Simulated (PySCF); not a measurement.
# Telling isomers of C4H7B apart by NMR

PySCF 2.14.0 with density-fitted response routines calculation with B3LYP/pcJ-1 coupling constants (spin–dipole term left out of most H,H and C,H couplings), σ from GIAO-PBE0/pcSseg-1 and geometry from PBE0-D3(BJ)/def2-SVP; in vacuum, non-relativistic Hamiltonian, fast rotation and ring inversion assumed for equivalent nuclei, single conformer.

Scale: TMS for ¹H, ¹³C (reference shieldings calculated alike). Multiplet labels drop J under 1 Hz and among equivalent protons, and merge close values. Unscaled 3J(H,H) run several per cent high. Vicinal couplings that depend on rotamer populations or ring flexing (ring, CH–CH, X–H and H–F types) are those of the one conformer. Couplings to H on boron are left out. Carbons bonded to boron are broad in practice. Shifts are as computed. Against solution values, carbons near 30 ppm lie about +2 ppm off and those near 130 ppm about +5 ppm. Of 1211 compounds with measured shifts, 218 miss one by over three times the rms of a fit or turn the order of signals round; such compounds aren't used in these exercises.

(1) Tabulate the signals of `BCC#CC`, `B[C@H]1C=CC1`, `CBC#CC`, `B/C=C/C=C` and their relative energies.

(2) What is the quickest way to tell BCC#CC from CBC#CC?

(3) What is the quickest way to tell BCC#CC from B[C@H]1C=CC1?

(4) What is the quickest way to tell CBC#CC from B/C=C/C=C?

## Answers

(1) 
```json
{"SMILES": "BCC#CC", "carbon types": "2×C 1×CH2 1×CH3", "δC": "83.8, 79.2, 24.5, 4.8", "δH": "7.67 (br, 2H), 2.61 (qt, 2H), 1.86 (t, 3H)", "E rel. (kcal/mol)": "22.3"}
{"SMILES": "B[C@H]1C=CC1", "carbon types": "3×CH 1×CH2", "δC": "147.7, 142.9, 58.2, 39.1", "δH": "7.50 (br, 2H), 6.54 (dtd, 1H), 6.17 (ddt, 1H), 3.04 (m, 1H), 2.95 (m, 1H), 2.72 (m, 1H)", "E rel. (kcal/mol)": "21.8"}
{"SMILES": "CBC#CC", "carbon types": "2×C 2×CH3", "δC": "144.1, 99.4, 16.6, 7.6", "δH": "6.59 (br, 1H), 2.29 (s, 3H), 1.07 (s, 3H)", "E rel. (kcal/mol)": "0.0"}
{"SMILES": "B/C=C/C=C", "carbon types": "3×CH 1×CH2", "δC": "175.7, 147.8, 146.6, 138.7", "δH": "7.26 (m, 1H), 7.08 (m, 1H), 6.79 (br, 2H), 6.79 (m, 1H), 6.05 (dt, 1H), 6.01 (dt, 1H)", "E rel. (kcal/mol)": "4.9"}
```

Energies are electronic energies at PBE0/pcSseg-1 on these geometries, without zero-point or thermal terms, each for the one conformer computed, which needn't be the lowest.

(2) Both give the same number of carbon signals, but DEPT or the intensities differ. The first has a propargylic sp3 CH2 bonded to B at 24.5 ppm, the second an alkyne carbon (C) at 144.1 ppm. Their most deshielded carbons lie at 83.8 and 144.1 ppm. In the proton spectra the most deshielded non-exchanging signals are 7.67 (br, 2H) and 6.59 (br, 1H).

(3) Both give the same number of carbon signals, but DEPT or the intensities differ. The first has an alkyne carbon (C) at 83.8 ppm, the second an alkene CH at 147.7 ppm.

(4) Both give the same number of carbon signals, but DEPT or the intensities differ. The first has an alkyne carbon (C) at 144.1 ppm, the second an alkene CH at 175.7 ppm. In the proton spectra the most deshielded non-exchanging signals are 6.59 (br, 1H) and 7.26 (m, 1H).
